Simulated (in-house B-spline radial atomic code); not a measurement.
**Ionising Te⁴⁺ with different functionals**

Computed with an all-electron radial atomic-structure program (B-spline basis): scalar-relativistic (spin-free X2C) Hamiltonian, Fermi nucleus of rms radius 4.7423 fm, spin-polarised at highest spin, spherical fractional occupations for the functionals, the average over the highest-spin determinants for Hartree-Fock. The ionisation energy is the difference of two self-consistent energies, [Kr] 4d10 5s2 → [Kr] 4d10 5s1, without Breit or QED terms; ε is the level of the shell that loses the electron (its least bound occupied spin orbital). There is no spin-orbit coupling in this Hamiltonian.

| method | rung | ΔSCF (eV) | -ε(5s) (eV) |
| --- | --- | --- | --- |
| Hartree-Fock | Hartree-Fock | 56.23 | 56.47 |
| HF fractional | Hartree-Fock | 56.23 | 56.47 |
| LDA VWN5 | LDA | 59.29 | 53.74 |
| LDA PW92 | LDA | 59.29 | 53.73 |
| LDA exchange-only | LDA | 57.68 | 52.29 |
| PBE | GGA | 58.75 | 53.20 |
| PBEsol | GGA | 58.71 | 53.28 |
| BLYP | GGA | 58.95 | 53.31 |
| RPBE | GGA | 58.54 | 52.98 |
| PW91 | GGA | ? | ? |
| BP86 | GGA | 58.86 | 53.43 |
| AM05 | GGA | 58.68 | 53.26 |
| OLYP | GGA | 58.40 | 52.83 |
| TPSS | meta-GGA | 58.32 | 52.98 |
| SCAN | meta-GGA | 58.28 | 53.53 |
| r2SCAN | meta-GGA | 58.15 | 53.29 |
| revTPSS | meta-GGA | ? | ? |
| PBE0 | global hybrid | 58.34 | 54.27 |
| B3LYP | global hybrid | 58.81 | 54.34 |
| TPSSh | global hybrid | 58.20 | 53.43 |
| BHandHLYP | global hybrid | 58.20 | 55.42 |
| r2SCAN0 | global hybrid | 57.99 | 54.41 |
| B97-1 | global hybrid | 58.63 | 54.06 |
| HSE06 | range-separated hybrid | 58.38 | 53.95 |
| wB97X | range-separated hybrid | 58.34 | 56.93 |
| CAM-B3LYP | range-separated hybrid | 58.76 | 56.01 |
| LC-wPBE | range-separated hybrid | 58.28 | 57.21 |

Task: What does revTPSS give?

Result: ΔSCF 58.20 eV, and -ε(5s) = 52.94 eV.

Task: What does PW91 give?

Result: ΔSCF 58.87 eV, and -ε(5s) = 53.34 eV.

Task: Among the functionals, which spreads more, the ΔSCF values or the orbital energies?

Result: The orbital energies: ΔSCF values span about 1.61 eV and the orbital energies 4.92 eV.

Task: How do they compare with the NIST value?

Result: NIST lists 59.3 eV ± 0.9 (measured, ground level to ground level). Errors run from -3.07 to -0.01 eV; LDA PW92 is closest (-0.01 eV), though others lie within the uncertainty of it, and part of that can be cancellation, since the calculations leave out Breit-QED terms. Hartree-Fock also lacks correlation.
